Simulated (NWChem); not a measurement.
System: NH2SeF; SMILES N[Se]F

Here is an NWChem input.

```
start job
memory heap 200 mb stack 900 mb global 1100 mb
geometry units angstroms noautosym nocenter noautoz
  Se     0.377387     0.016423     0.000000
  F     -0.539606    -1.522035     0.000000
  N     -0.887701     1.249342     0.000000
  H     -1.427414     1.380968     0.850310
  H     -1.427414     1.380968    -0.850310
end
basis spherical
  * library sto-3g
end
dft
  xc hfexch
  iterations 150
end
property
  shielding 4 1 2 3 4
end
task dft property
```

STO-3G and 3-21G are far too small for this property and stand as cheap habits. All runs use the structure optimised with PBE0/def2-SVP.

GIAO values for the isolated, static molecule; σ is the absolute isotropic shielding, δ = σ(reference) − σ with the isolated reference molecule computed at the same levels (19F: trichlorofluoromethane, 1H: tetramethylsilane, 15N: ammonia). Spin-orbit effects, on the heavy nuclei and on their neighbours, are missing.

Atoms are numbered as in the input.

**Question.** Predict the main results of this run. (Hartree-Fock/STO-3G, GIAO.) Quantities: σ Se1 (ppm); δ F2 (ppm); δ N3 (ppm); δ H4 (ppm).

**Answer.** The σ Se1 (ppm) is 2142.5 and the δ F2 (ppm) comes out as -128.5. The δ N3 (ppm) is -27.7 and the δ H4 (ppm) is -0.09.
